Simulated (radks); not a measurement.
Valence configurations of the hafnium ion Hf+ (all share [Xe]). Calculated with a radial shooting solver on a logarithmic mesh with Libxc functionals: scalar-relativistic Kohn-Sham, r2SCAN, spin-polarised, spherical densities, finite nucleus; open shells are filled with parallel spins first (spin-orbit coupling, left out, can overturn this in heavy ions); meta-GGA in the generalised Kohn-Sham scheme; Fermi nuclear charge, rms radius 5.347 fm. Energies are relative to 4f14 5d1 6s2; eigenvalues in eV for spin up.

| valence | E (eV) | moment (Bohr magnetons) | e(4f) | e(5d) | e(6p) | e(6s) |
|---|---|---|---|---|---|---|
| 4f14 5d2 6s1 | -0.085 | 3 | -23.865 | -9.913 | - | -11.898 |
| 4f14 5d1 6s2 | 0.000 | 1 | -26.523 | -10.995 | - | -12.199 |
| 4f14 5d1.5 6s1.5 | 0.186 | 2 | -25.214 | -10.477 | - | -12.095 |
| 4f14 5d0.5 6s2 6p0.5 | 2.134 | 1 | -28.627 | -12.237 | -7.798 | -13.144 |
| 4f14 5d1 6s1 6p1 | 3.554 | 3 | -27.819 | -12.307 | -8.226 | -13.645 |
| 4f14 6s2 6p1 | 4.452 | 1 | -30.735 | - | -8.573 | -14.019 |
| 4f13.5 5d1.5 6s2 | 8.407 | 2 | -30.910 | -12.018 | - | -12.581 |
| 4f14 5d1 6p2 | 8.886 | 3 | -29.240 | -13.257 | -8.834 | - |
| 4f13.5 5d1 6s2 6p0.5 | 10.991 | 2 | -33.083 | -13.321 | -7.955 | -13.550 |
| 4f13 5d2 6s2 | 18.193 | 3 | -35.418 | -13.013 | - | -12.927 |

NIST lists [Xe] 4f14 5d1 6s2 as the ground configuration; this level of theory puts 4f14 5d2 6s1 lower, by 0.085 eV. The energies are those of spherical high-spin densities, not of single terms.
